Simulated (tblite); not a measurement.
Record of a relaxation.

C₆H₆B₂Cl₂.
SMILES with atom numbers: `[CH2:1]=[C:2]1[BH:3][C:4]([B:5]([Cl:6])[Cl:7])=[CH:8][CH:9]=[CH:10]1` (hydrogens: H11, H12 on C1; H13 on B3; H14 on C8; H15 on C9; H16 on C10)

Computed with GFN2-xTB (tblite), gas phase: L-BFGS steps from a force-field or distance-geometry start until the largest atomic force falls under 0.01 eV/Å. 12 of its 28 geometries are shown.

Step 0: E = -747.0104 eV, largest atomic force 2.239 eV/Å
```
atom  x, y, z in Å  |  force x, y, z in eV/Å
C1     -2.571   -0.919   -0.008   -1.413  -0.143  -0.005
C2     -1.414   -0.275   -0.005    1.666   0.723   0.137
B3     -0.048   -1.073   -0.045   -0.111   0.540  -0.068
C4      1.252   -0.192   -0.036    0.626  -2.140   0.035
B5      2.666   -0.907   -0.070    0.639  -0.214  -0.127
Cl6     2.814   -2.747   -0.164    0.020   1.947   0.111
Cl7     4.233    0.082   -0.059   -1.449  -1.066  -0.001
C8      1.148    1.147    0.037   -1.642   1.522  -0.010
C9     -0.161    1.842    0.083    1.068  -0.303   0.002
C10    -1.344    1.194    0.074    0.184  -0.675  -0.094
H11    -2.633   -1.999   -0.056   -0.007   0.253   0.006
H12    -3.515   -0.367    0.031    0.169  -0.303  -0.011
H13    -0.039   -2.248   -0.091    0.010   0.293   0.021
H14     2.033    1.762    0.046    0.051   0.198   0.034
H15    -0.170    2.935    0.132    0.224  -0.453  -0.006
H16    -2.259    1.774    0.119   -0.034  -0.178  -0.024
```

Step 2: E = -747.3040 eV, largest atomic force 1.129 eV/Å
```
atom  x, y, z in Å  |  force x, y, z in eV/Å
C1     -2.583   -0.912   -0.008    0.326   0.124  -0.006
C2     -1.392   -0.266   -0.001   -0.107  -0.115   0.058
B3     -0.046   -1.061   -0.047    0.228  -0.026  -0.033
C4      1.267   -0.228   -0.033   -0.048   0.525   0.091
B5      2.684   -0.912   -0.074   -0.010   0.086  -0.054
Cl6     2.815   -2.685   -0.160    0.101   1.051   0.058
Cl7     4.187    0.049   -0.059   -0.761  -0.593  -0.002
C8      1.115    1.162    0.035    0.681  -0.896  -0.095
C9     -0.140    1.835    0.083   -0.379  -0.169  -0.005
C10    -1.335    1.179    0.071    0.171   0.135  -0.008
H11    -2.634   -1.993   -0.056   -0.010   0.264   0.007
H12    -3.516   -0.373    0.031   -0.142  -0.011   0.001
H13    -0.040   -2.238   -0.090   -0.056   0.235   0.007
H14     2.030    1.767    0.047   -0.443  -0.088   0.014
H15    -0.162    2.921    0.132    0.219  -0.205   0.001
H16    -2.257    1.766    0.118    0.230  -0.317  -0.036
```

Step 5: E = -747.4148 eV, largest atomic force 0.242 eV/Å
```
atom  x, y, z in Å  |  force x, y, z in eV/Å
C1     -2.576   -0.901   -0.008   -0.040   0.036   0.010
C2     -1.385   -0.269    0.003    0.055   0.010   0.005
B3     -0.037   -1.057   -0.049   -0.077  -0.023   0.017
C4      1.268   -0.227   -0.029   -0.150  -0.044  -0.009
B5      2.670   -0.899   -0.078   -0.069   0.055  -0.002
Cl6     2.824   -2.619   -0.157    0.048   0.091   0.005
Cl7     4.142    0.013   -0.059   -0.040   0.029   0.003
C8      1.126    1.138    0.032   -0.145   0.069   0.014
C9     -0.136    1.818    0.082    0.061   0.021  -0.008
C10    -1.326    1.175    0.070    0.095  -0.116   0.003
H11    -2.634   -1.976   -0.056    0.007   0.026  -0.003
H12    -3.521   -0.376    0.031    0.023   0.037  -0.002
H13    -0.043   -2.224   -0.090    0.000  -0.017  -0.011
H14     2.008    1.766    0.048    0.056   0.064   0.000
H15    -0.142    2.903    0.132    0.183  -0.158  -0.006
H16    -2.246    1.745    0.116   -0.009  -0.079  -0.016
```

Step 7: E = -747.4209 eV, largest atomic force 0.119 eV/Å
```
atom  x, y, z in Å  |  force x, y, z in eV/Å
C1     -2.576   -0.898   -0.007   -0.014   0.007   0.004
C2     -1.382   -0.271    0.004   -0.035  -0.015   0.008
B3     -0.040   -1.058   -0.048   -0.074  -0.059   0.007
C4      1.259   -0.227   -0.029   -0.039   0.014  -0.005
B5      2.658   -0.890   -0.078    0.106  -0.055  -0.003
Cl6     2.829   -2.609   -0.156    0.008   0.035   0.001
Cl7     4.136    0.012   -0.059   -0.050   0.088   0.005
C8      1.124    1.138    0.032   -0.028   0.003   0.002
C9     -0.133    1.813    0.081   -0.004   0.061   0.009
C10    -1.321    1.169    0.070   -0.025  -0.025   0.000
H11    -2.634   -1.972   -0.056   -0.008  -0.023  -0.003
H12    -3.520   -0.374    0.031   -0.002   0.068   0.001
H13    -0.043   -2.223   -0.090    0.002  -0.066  -0.010
H14     2.006    1.768    0.048    0.049   0.014  -0.002
H15    -0.128    2.893    0.131    0.103   0.009  -0.002
H16    -2.244    1.736    0.114    0.010  -0.054  -0.011
```

Step 10: E = -747.4245 eV, largest atomic force 0.089 eV/Å
```
atom  x, y, z in Å  |  force x, y, z in eV/Å
C1     -2.580   -0.896   -0.007   -0.017   0.001  -0.001
C2     -1.384   -0.273    0.005    0.002  -0.016   0.008
B3     -0.047   -1.065   -0.046    0.075  -0.006  -0.005
C4      1.252   -0.228   -0.030    0.071  -0.053   0.002
B5      2.658   -0.889   -0.078   -0.035   0.036   0.000
Cl6     2.833   -2.603   -0.156    0.025  -0.017  -0.001
Cl7     4.129    0.025   -0.058   -0.036   0.077   0.004
C8      1.123    1.139    0.033    0.049  -0.053  -0.007
C9     -0.132    1.814    0.082    0.028  -0.018   0.005
C10    -1.319    1.166    0.071   -0.003   0.034   0.001
H11    -2.635   -1.971   -0.056   -0.046   0.011   0.002
H12    -3.520   -0.364    0.031   -0.011   0.025   0.000
H13    -0.044   -2.232   -0.092   -0.012  -0.024  -0.003
H14     2.009    1.768    0.048   -0.042  -0.064  -0.003
H15    -0.109    2.893    0.131   -0.012   0.054   0.001
H16    -2.244    1.726    0.112   -0.035   0.012  -0.004
```

Step 12: E = -747.4264 eV, largest atomic force 0.074 eV/Å
```
atom  x, y, z in Å  |  force x, y, z in eV/Å
C1     -2.583   -0.895   -0.006    0.028   0.034   0.000
C2     -1.385   -0.276    0.007    0.049   0.014   0.001
B3     -0.046   -1.071   -0.046    0.034   0.005  -0.005
C4      1.253   -0.232   -0.030   -0.006  -0.043   0.005
B5      2.659   -0.887   -0.078   -0.007   0.017  -0.001
Cl6     2.837   -2.601   -0.156    0.046  -0.007  -0.001
Cl7     4.122    0.039   -0.057   -0.021   0.047   0.002
C8      1.124    1.135    0.032   -0.033  -0.023   0.001
C9     -0.130    1.815    0.082    0.019  -0.021  -0.003
C10    -1.318    1.166    0.071    0.023   0.001   0.004
H11    -2.640   -1.970   -0.056   -0.063   0.033   0.005
H12    -3.520   -0.357    0.031    0.002  -0.011  -0.002
H13    -0.045   -2.239   -0.093   -0.009   0.031   0.000
H14     2.009    1.764    0.047   -0.008  -0.053  -0.003
H15    -0.099    2.896    0.131   -0.050  -0.054  -0.002
H16    -2.246    1.721    0.111   -0.004   0.030  -0.001
```

Step 15: E = -747.4293 eV, largest atomic force 0.092 eV/Å
```
atom  x, y, z in Å  |  force x, y, z in eV/Å
C1     -2.584   -0.889   -0.005    0.013   0.012   0.002
C2     -1.381   -0.277    0.009   -0.031   0.006  -0.011
B3     -0.043   -1.078   -0.046   -0.092   0.002   0.006
C4      1.253   -0.242   -0.030   -0.046   0.026  -0.001
B5      2.661   -0.883   -0.079    0.051  -0.043   0.002
Cl6     2.852   -2.596   -0.156    0.068   0.018  -0.002
Cl7     4.107    0.068   -0.056    0.017   0.008  -0.002
C8      1.123    1.124    0.032   -0.015   0.022   0.009
C9     -0.126    1.812    0.083   -0.050  -0.023  -0.007
C10    -1.315    1.166    0.072   -0.016  -0.033   0.001
H11    -2.657   -1.963   -0.055   -0.015   0.032   0.005
H12    -3.519   -0.346    0.030    0.039   0.012  -0.001
H13    -0.048   -2.245   -0.095   -0.003   0.006  -0.001
H14     2.007    1.750    0.046    0.048  -0.006  -0.002
H15    -0.091    2.893    0.130   -0.038  -0.052  -0.003
H16    -2.248    1.718    0.108    0.070   0.012   0.004
```

Step 17: E = -747.4308 eV, largest atomic force 0.073 eV/Å
```
atom  x, y, z in Å  |  force x, y, z in eV/Å
C1     -2.584   -0.884   -0.005   -0.051  -0.022  -0.001
C2     -1.379   -0.278    0.009   -0.055  -0.022  -0.009
B3     -0.046   -1.082   -0.046   -0.026   0.002   0.004
C4      1.251   -0.247   -0.030    0.008   0.009  -0.001
B5      2.663   -0.883   -0.079   -0.006  -0.002   0.006
Cl6     2.866   -2.593   -0.156    0.070   0.022  -0.002
Cl7     4.101    0.085   -0.055    0.018  -0.023  -0.003
C8      1.121    1.119    0.033    0.038   0.002   0.001
C9     -0.126    1.808    0.083   -0.004  -0.016  -0.002
C10    -1.314    1.164    0.072   -0.015  -0.015  -0.006
H11    -2.668   -1.956   -0.054    0.017  -0.018   0.002
H12    -3.517   -0.339    0.030    0.002   0.055   0.003
H13    -0.050   -2.248   -0.096   -0.012  -0.017  -0.001
H14     2.009    1.740    0.045    0.020   0.011   0.002
H15    -0.091    2.887    0.130   -0.030   0.014   0.000
H16    -2.244    1.718    0.107    0.026   0.021   0.008
```

Step 20: E = -747.4328 eV, largest atomic force 0.061 eV/Å
```
atom  x, y, z in Å  |  force x, y, z in eV/Å
C1     -2.591   -0.882   -0.005   -0.032  -0.001  -0.003
C2     -1.385   -0.281    0.009    0.019  -0.008   0.002
B3     -0.052   -1.086   -0.045    0.060  -0.010  -0.008
C4      1.248   -0.253   -0.029    0.018  -0.023   0.006
B5      2.666   -0.882   -0.078   -0.022   0.036   0.003
Cl6     2.893   -2.588   -0.157    0.035   0.000  -0.001
Cl7     4.096    0.100   -0.055    0.007  -0.029  -0.002
C8      1.123    1.114    0.033   -0.001  -0.011  -0.009
C9     -0.126    1.802    0.083    0.040   0.009   0.001
C10    -1.314    1.159    0.072    0.023   0.014  -0.008
H11    -2.679   -1.953   -0.053   -0.017  -0.036   0.000
H12    -3.515   -0.323    0.030   -0.056   0.023   0.003
H13    -0.054   -2.253   -0.098   -0.013   0.001   0.003
H14     2.015    1.731    0.045   -0.024   0.015   0.006
H15    -0.095    2.881    0.129   -0.004   0.007   0.001
H16    -2.237    1.722    0.108   -0.034   0.013   0.006
```

Step 22: E = -747.4333 eV, largest atomic force 0.029 eV/Å
```
atom  x, y, z in Å  |  force x, y, z in eV/Å
C1     -2.595   -0.881   -0.005    0.003   0.010  -0.001
C2     -1.386   -0.283    0.008    0.007   0.004  -0.001
B3     -0.052   -1.088   -0.045    0.004  -0.005  -0.004
C4      1.249   -0.255   -0.029    0.001   0.001   0.003
B5      2.666   -0.880   -0.078    0.016   0.001   0.001
Cl6     2.903   -2.585   -0.157    0.016  -0.005  -0.001
Cl7     4.094    0.103   -0.055    0.018  -0.010  -0.001
C8      1.124    1.112    0.033   -0.011   0.003  -0.003
C9     -0.124    1.800    0.083   -0.003   0.006  -0.002
C10    -1.313    1.158    0.071    0.003   0.002  -0.002
H11    -2.683   -1.953   -0.053   -0.027   0.010   0.002
H12    -3.517   -0.317    0.030   -0.019  -0.017   0.000
H13    -0.057   -2.255   -0.098   -0.003  -0.004   0.002
H14     2.015    1.729    0.045   -0.015   0.014   0.004
H15    -0.096    2.880    0.129    0.014  -0.001   0.001
H16    -2.237    1.723    0.108   -0.004  -0.009   0.003
```

Step 25: E = -747.4336 eV, largest atomic force 0.022 eV/Å
```
atom  x, y, z in Å  |  force x, y, z in eV/Å
C1     -2.596   -0.879   -0.005   -0.001  -0.001   0.002
C2     -1.386   -0.283    0.008   -0.017  -0.002  -0.006
B3     -0.051   -1.089   -0.046   -0.021   0.006   0.003
C4      1.250   -0.256   -0.028    0.004   0.006  -0.005
B5      2.668   -0.879   -0.078    0.010  -0.015   0.001
Cl6     2.910   -2.584   -0.157    0.001   0.004   0.000
Cl7     4.097    0.103   -0.055    0.015   0.004   0.000
C8      1.123    1.111    0.033    0.010   0.000   0.004
C9     -0.123    1.800    0.082   -0.015  -0.007  -0.004
C10    -1.313    1.158    0.071   -0.016  -0.006   0.002
H11    -2.689   -1.951   -0.052   -0.006   0.018   0.001
H12    -3.520   -0.317    0.031    0.017  -0.007   0.000
H13    -0.058   -2.256   -0.098    0.004  -0.002   0.000
H14     2.013    1.730    0.045    0.001   0.004   0.001
H15    -0.095    2.880    0.129    0.008   0.005   0.000
H16    -2.237    1.722    0.108    0.005  -0.009   0.001
```

Step 27: E = -747.4336 eV, largest atomic force 0.007 eV/Å
```
atom  x, y, z in Å  |  force x, y, z in eV/Å
C1     -2.597   -0.878   -0.005   -0.002  -0.002   0.001
C2     -1.387   -0.283    0.008   -0.002   0.000  -0.003
B3     -0.052   -1.089   -0.046    0.001   0.004   0.001
C4      1.250   -0.256   -0.028    0.003  -0.002  -0.004
B5      2.670   -0.880   -0.077    0.001  -0.001   0.001
Cl6     2.913   -2.584   -0.157   -0.004   0.002   0.000
Cl7     4.098    0.104   -0.055    0.004   0.001   0.000
C8      1.123    1.111    0.033    0.003  -0.003   0.002
C9     -0.124    1.800    0.082    0.000  -0.005  -0.001
C10    -1.313    1.158    0.071   -0.004   0.000   0.001
H11    -2.692   -1.950   -0.052   -0.002  -0.001   0.000
H12    -3.521   -0.317    0.031    0.004   0.006   0.001
H13    -0.058   -2.257   -0.098    0.003   0.006   0.001
H14     2.013    1.731    0.046    0.000   0.000   0.001
H15    -0.094    2.880    0.129    0.002  -0.004  -0.001
H16    -2.237    1.721    0.109   -0.007  -0.002   0.001
```

**Question.** Summarise the path.

**Answer.** The energy falls by 40.84 kJ/mol from step 0 to step 27; nine tenths of that is first reached at step 3. It falls at every step. The largest force goes from 2.239 to 0.007 eV/Å. Among the bonds B5–Cl6 changes most, from 1.848 to 1.724 Å; the atoms move by 0.076 Å rms after alignment.

**Question.** Follow the three bonds and two angles with the largest change from start to end.

**Answer.** 
```json
{"step": "0", "E above end (kJ/mol)": "40.84", "largest force (eV/Å)": "2.239", "B5–Cl6 (Å)": "1.848", "B5–Cl7 (Å)": "1.853", "C8–C9 (Å)": "1.483", "B3–C4–B5 (°)": "119.1", "C1–C2–C10 (°)": "121.8"}
{"step": "1", "E above end (kJ/mol)": "22.81", "largest force (eV/Å)": "1.548", "B5–Cl6 (Å)": "1.817", "B5–Cl7 (Å)": "1.821", "C8–C9 (Å)": "1.437", "B3–C4–B5 (°)": "121.3", "C1–C2–C10 (°)": "120.5"}
{"step": "2", "E above end (kJ/mol)": "12.50", "largest force (eV/Å)": "1.129", "B5–Cl6 (Å)": "1.780", "B5–Cl7 (Å)": "1.785", "C8–C9 (Å)": "1.425", "B3–C4–B5 (°)": "121.8", "C1–C2–C10 (°)": "120.7"}
{"step": "4", "E above end (kJ/mol)": "2.71", "largest force (eV/Å)": "0.499", "B5–Cl6 (Å)": "1.723", "B5–Cl7 (Å)": "1.726", "C8–C9 (Å)": "1.435", "B3–C4–B5 (°)": "121.9", "C1–C2–C10 (°)": "120.4"}
{"step": "5", "E above end (kJ/mol)": "1.82", "largest force (eV/Å)": "0.242", "B5–Cl6 (Å)": "1.729", "B5–Cl7 (Å)": "1.732", "C8–C9 (Å)": "1.434", "B3–C4–B5 (°)": "121.9", "C1–C2–C10 (°)": "120.3"}
{"step": "6", "E above end (kJ/mol)": "1.45", "largest force (eV/Å)": "0.165", "B5–Cl6 (Å)": "1.730", "B5–Cl7 (Å)": "1.732", "C8–C9 (Å)": "1.431", "B3–C4–B5 (°)": "122.0", "C1–C2–C10 (°)": "120.2"}
{"step": "7", "E above end (kJ/mol)": "1.23", "largest force (eV/Å)": "0.119", "B5–Cl6 (Å)": "1.729", "B5–Cl7 (Å)": "1.732", "C8–C9 (Å)": "1.427", "B3–C4–B5 (°)": "122.0", "C1–C2–C10 (°)": "120.1"}
{"step": "8", "E above end (kJ/mol)": "1.10", "largest force (eV/Å)": "0.107", "B5–Cl6 (Å)": "1.727", "B5–Cl7 (Å)": "1.732", "C8–C9 (Å)": "1.426", "B3–C4–B5 (°)": "122.0", "C1–C2–C10 (°)": "120.1"}
{"step": "9", "E above end (kJ/mol)": "0.99", "largest force (eV/Å)": "0.100", "B5–Cl6 (Å)": "1.725", "B5–Cl7 (Å)": "1.732", "C8–C9 (Å)": "1.426", "B3–C4–B5 (°)": "122.0", "C1–C2–C10 (°)": "120.1"}
{"step": "11", "E above end (kJ/mol)": "0.78", "largest force (eV/Å)": "0.070", "B5–Cl6 (Å)": "1.724", "B5–Cl7 (Å)": "1.732", "C8–C9 (Å)": "1.428", "B3–C4–B5 (°)": "122.1", "C1–C2–C10 (°)": "120.1"}
{"step": "12", "E above end (kJ/mol)": "0.70", "largest force (eV/Å)": "0.074", "B5–Cl6 (Å)": "1.725", "B5–Cl7 (Å)": "1.732", "C8–C9 (Å)": "1.428", "B3–C4–B5 (°)": "122.1", "C1–C2–C10 (°)": "120.0"}
{"step": "13", "E above end (kJ/mol)": "0.62", "largest force (eV/Å)": "0.095", "B5–Cl6 (Å)": "1.725", "B5–Cl7 (Å)": "1.732", "C8–C9 (Å)": "1.428", "B3–C4–B5 (°)": "122.3", "C1–C2–C10 (°)": "119.9"}
{"step": "14", "E above end (kJ/mol)": "0.53", "largest force (eV/Å)": "0.092", "B5–Cl6 (Å)": "1.726", "B5–Cl7 (Å)": "1.732", "C8–C9 (Å)": "1.427", "B3–C4–B5 (°)": "122.4", "C1–C2–C10 (°)": "119.8"}
{"step": "15", "E above end (kJ/mol)": "0.42", "largest force (eV/Å)": "0.092", "B5–Cl6 (Å)": "1.726", "B5–Cl7 (Å)": "1.731", "C8–C9 (Å)": "1.426", "B3–C4–B5 (°)": "122.7", "C1–C2–C10 (°)": "119.5"}
{"step": "16", "E above end (kJ/mol)": "0.33", "largest force (eV/Å)": "0.076", "B5–Cl6 (Å)": "1.725", "B5–Cl7 (Å)": "1.732", "C8–C9 (Å)": "1.426", "B3–C4–B5 (°)": "122.9", "C1–C2–C10 (°)": "119.4"}
{"step": "18", "E above end (kJ/mol)": "0.21", "largest force (eV/Å)": "0.067", "B5–Cl6 (Å)": "1.724", "B5–Cl7 (Å)": "1.733", "C8–C9 (Å)": "1.426", "B3–C4–B5 (°)": "123.1", "C1–C2–C10 (°)": "119.3"}
{"step": "19", "E above end (kJ/mol)": "0.15", "largest force (eV/Å)": "0.071", "B5–Cl6 (Å)": "1.723", "B5–Cl7 (Å)": "1.734", "C8–C9 (Å)": "1.426", "B3–C4–B5 (°)": "123.2", "C1–C2–C10 (°)": "119.3"}
{"step": "20", "E above end (kJ/mol)": "0.08", "largest force (eV/Å)": "0.061", "B5–Cl6 (Å)": "1.722", "B5–Cl7 (Å)": "1.735", "C8–C9 (Å)": "1.426", "B3–C4–B5 (°)": "123.4", "C1–C2–C10 (°)": "119.3"}
{"step": "21", "E above end (kJ/mol)": "0.05", "largest force (eV/Å)": "0.039", "B5–Cl6 (Å)": "1.722", "B5–Cl7 (Å)": "1.735", "C8–C9 (Å)": "1.426", "B3–C4–B5 (°)": "123.5", "C1–C2–C10 (°)": "119.2"}
{"step": "22", "E above end (kJ/mol)": "0.04", "largest force (eV/Å)": "0.029", "B5–Cl6 (Å)": "1.723", "B5–Cl7 (Å)": "1.734", "C8–C9 (Å)": "1.426", "B3–C4–B5 (°)": "123.5", "C1–C2–C10 (°)": "119.2"}
{"step": "23", "E above end (kJ/mol)": "0.03", "largest force (eV/Å)": "0.030", "B5–Cl6 (Å)": "1.723", "B5–Cl7 (Å)": "1.734", "C8–C9 (Å)": "1.425", "B3–C4–B5 (°)": "123.5", "C1–C2–C10 (°)": "119.2"}
{"step": "25", "E above end (kJ/mol)": "0.01", "largest force (eV/Å)": "0.022", "B5–Cl6 (Å)": "1.724", "B5–Cl7 (Å)": "1.734", "C8–C9 (Å)": "1.425", "B3–C4–B5 (°)": "123.6", "C1–C2–C10 (°)": "119.1"}
{"step": "26", "E above end (kJ/mol)": "0.00", "largest force (eV/Å)": "0.012", "B5–Cl6 (Å)": "1.724", "B5–Cl7 (Å)": "1.734", "C8–C9 (Å)": "1.425", "B3–C4–B5 (°)": "123.6", "C1–C2–C10 (°)": "119.1"}
{"step": "27", "E above end (kJ/mol)": "0.00", "largest force (eV/Å)": "0.007", "B5–Cl6 (Å)": "1.724", "B5–Cl7 (Å)": "1.734", "C8–C9 (Å)": "1.426", "B3–C4–B5 (°)": "123.6", "C1–C2–C10 (°)": "119.1"}
```

What follows is the cost of the whole relaxation. The run took 0.23 s on one thread, Arm Neoverse V2 (aarch64), no GPU, shared host with 96 logical CPUs at a one-minute load of 34.
